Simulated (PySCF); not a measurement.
C2H5S (SMILES C[CH]S), doublet, geometry from GFN2-xTB; PBE0/cc-pVDZ run with PySCF.

The PySCF input:
```python
from pyscf import gto, scf, dft

mol = gto.Mole()
mol.atom = '''
    C    -1.66842791    0.12558021    0.07261586
    C    -0.37718120   -0.53131894    0.37612092
    S     1.11984478    0.10961833   -0.18661617
    H    -2.01138632   -0.08788961   -0.94779789
    H    -2.43483778   -0.23552594    0.75727740
    H    -1.58775511    1.20871890    0.17291752
    H    -0.34115403   -1.59241763    0.54637014
    H     0.73127142    1.38765345   -0.23532908
'''
mol.basis = 'cc-pvdz'
mol.spin = 1
mol.verbose = 4
mol.build()

mf = dft.UKS(mol)
mf.xc = 'pbe0'
mf.kernel()
```

### Question
Write the output that PySCF gives for this input, abridged.

### Answer

```
PySCF version 2.14.0

[INPUT] verbose = 4
[INPUT] num. atoms = 8
[INPUT] num. electrons = 33
[INPUT] charge = 0
[INPUT] spin (= nelec alpha-beta = 2S) = 1
[INPUT] symmetry False subgroup None
[INPUT] Mole.unit = angstrom
[INPUT] Symbol           X                Y                Z      unit          X                Y                Z       unit  Magmom
[INPUT]  1 C     -1.668427910000   0.125580210000   0.072615860000 AA   -3.152871808480   0.237312203565   0.137224087700 Bohr   0.0
[INPUT]  2 C     -0.377181200000  -0.531318940000   0.376120920000 AA   -0.712769167335  -1.004047281394   0.710765528519 Bohr   0.0
[INPUT]  3 S      1.119844780000   0.109618330000  -0.186616170000 AA    2.116199936224   0.207148621932  -0.352653451715 Bohr   0.0
[INPUT]  4 H     -2.011386320000  -0.087889610000  -0.947797890000 AA   -3.800969275497  -0.166087292095  -1.791078433541 Bohr   0.0
[INPUT]  5 H     -2.434837780000  -0.235525940000   0.757277400000 AA   -4.601176561944  -0.445079521831   1.431046886323 Bohr   0.0
[INPUT]  6 H     -1.587755110000   1.208718900000   0.172917520000 AA   -3.000422310779   2.284147682586   0.326766754939 Bohr   0.0
[INPUT]  7 H     -0.341154030000  -1.592417630000   0.546370140000 AA   -0.644687682992  -3.009233196629   1.032489927240 Bohr   0.0
[INPUT]  8 H      0.731271420000   1.387653450000  -0.235329080000 AA    1.381902706522   2.622284976308  -0.444707510346 Bohr   0.0

nuclear repulsion = 100.496428291447
number of shells = 30
number of NR pGTOs = 128
number of NR cGTOs = 71
basis = cc-pvdz
ecp = {}

******** <class 'pyscf.dft.uks.UKS'> ********
method = UKS
initial guess = minao
damping factor = 0
level_shift factor = 0
DIIS = <class 'pyscf.scf.diis.CDIIS'>
diis_start_cycle = 1
diis_space = 8
diis_damp = 0
SCF conv_tol = 1e-09
SCF conv_tol_grad = None
SCF max_cycles = 50
direct_scf = True
direct_scf_tol = 1e-13
number electrons alpha = 17  beta = 16
XC library pyscf.dft.libxc version 7.1.2
    S. Lehtola, C. Steigemann, M. J. T. Oliveira, and M. A. L. Marques,  SoftwareX 7, 1–5 (2018)
XC functionals = pbe0
    C. Adamo and V. Barone,  J. Chem. Phys. 110, 6158 (1999)
    M. Ernzerhof and G. E. Scuseria,  J. Chem. Phys. 110, 5029 (1999)
radial grids:
    Treutler-Ahlrichs [JCP 102, 346 (1995); DOI:10.1063/1.469408] (M4) radial grids

becke partition: Becke, JCP 88, 2547 (1988); DOI:10.1063/1.454033
pruning grids: <function nwchem_prune>
grids dens level: 3
symmetrized grids: False
atomic radii adjust function: <function treutler_atomic_radii_adjust>
small_rho_cutoff = 0
Set gradient conv threshold to 3.16228e-05
tot grids = 96160
init E= -477.304728713407

cycle= 1 E= -477.100711056009  delta_E= 0.204  |g|= 0.175  |ddm|= 1.81
cycle= 2 E= -477.102476792236  delta_E= -0.00177  |g|= 0.185  |ddm|= 0.344
cycle= 3 E= -477.121612404084  delta_E= -0.0191  |g|= 0.0283  |ddm|= 0.188
cycle= 4 E= -477.122084648344  delta_E= -0.000472  |g|= 0.017  |ddm|= 0.0419
cycle= 5 E= -477.122269350677  delta_E= -0.000185  |g|= 0.00319  |ddm|= 0.0198
cycle= 6 E= -477.122280043604  delta_E= -1.07e-05  |g|= 0.00166  |ddm|= 0.00586
cycle= 7 E= -477.122282582426  delta_E= -2.54e-06  |g|= 0.000515  |ddm|= 0.003
cycle= 8 E= -477.122282829779  delta_E= -2.47e-07  |g|= 0.000136  |ddm|= 0.000931
cycle= 9 E= -477.122282848755  delta_E= -1.9e-08  |g|= 3.65e-05  |ddm|= 0.000267
cycle= 10 E= -477.122282850234  delta_E= -1.48e-09  |g|= 1.19e-05  |ddm|= 7.06e-05
cycle= 11 E= -477.122282850409  delta_E= -1.75e-10  |g|= 3.95e-06  |ddm|= 3.2e-05
Extra cycle  E= -477.122282850426  delta_E= -1.68e-11  |g|= 2.27e-06  |ddm|= 7.64e-06
converged SCF energy = -477.122282850426  <S^2> = 0.75485212  2S+1 = 2.0048462
```
